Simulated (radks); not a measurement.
Results of a calculation; reference values are marked as such.
Ionisation of neutral vanadium, [Ar] 3d3 4s2, to V+, [Ar] 3d4, under several functionals. Dirac Kohn-Sham, spin-unpolarised, spherical densities, finite nucleus; open shells fill j = l - 1/2 first; a radial shooting solver on a logarithmic mesh with Libxc functionals.

functional                          E(V) (hartree)  Exc (hartree)  IE (eV)  -e(HOMO) (eV)  <r> HOMO (bohr)  IE error (eV)
B86b exchange with PBE correlation      -949.27283      -45.39712    7.205          4.721            3.345         +0.458
exchange-only LDA                       -945.19843      -41.22341    6.762          3.943            3.402         +0.016
PBE                                     -949.01884      -45.13670    7.176          4.698            3.352         +0.429
XLYP                                    -949.50602      -45.63277    7.278          4.602            3.354         +0.532
PW91                                    -949.29881      -45.42553    7.187          4.743            3.345         +0.441
exchange-only PBE                       -948.07848      -44.16549    6.949          4.056            3.431         +0.203

NIST Atomic Spectra Database: 6.746 eV (measured). Closest: exchange-only LDA. The Delta-SCF values span 0.52 eV, the total energies 4.31 hartree. The highest occupied level is 4s1/2. Spin polarisation and multiplet splitting are left out, so open shells lie too high by an amount that depends on their filling.

Beside tabulated values, note that spin-unpolarised runs miss the spin-polarisation part of the exchange energy of open shells.
